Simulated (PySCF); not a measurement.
A structure optimised at B3LYP-D3(BJ)/def2-TZVP, used in a PySCF frequency run:

```xyz
5

Cd     0.2711    -0.0139     0.0000
Cl    -2.0253     0.0150     0.0000
N      2.2910     0.1483     0.0000
H      2.6900    -0.3121     0.8125
H      2.6900    -0.3121    -0.8125
```

Write its SMILES, formula and point group.

[NH2][Cd][Cl], CdClH2N, Cs

What are its rotational constants (standard atomic weights)?

272.62, 2.0864, 2.0795 GHz
